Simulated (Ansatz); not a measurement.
Ansatz (a first-principles code) input:

Ansatz 0.2 input:
```yaml
crystal:
  periodic: [false, false, false]
  atoms:
    - {symbol: Si, position_ang: [-0.84930716, 0.05860348, -0.23354498]}
    - {symbol: O, position_ang: [0.95884517, 0.00775673, 0.33205244]}
    - {symbol: H, position_ang: [-0.90344498, -1.12614108, -1.07712873]}
    - {symbol: H, position_ang: [-1.42138780, -0.02940441, 1.09969436]}
    - {symbol: H, position_ang: [-0.75936740, 1.35368882, -0.88678930]}
    - {symbol: H, position_ang: [1.69598426, 0.30978289, -0.22187512]}
    - {symbol: H, position_ang: [1.27755630, -0.56782617, 1.04549739]}
basis:
  gaussian:
    orbitals: def2-TZVP
hamiltonian:
  xc: b3lyp
  dispersion: d3bj
total_charge: 1
relax: {f_tol: 0.002, max_steps: 150}
```

Task: Which total energy does the run end on?

Result: -367.52409 Eh (B3LYP-D3(BJ)/def2-TZVP). The basis has 98 functions.

It need not be the lowest isomer of its formula.
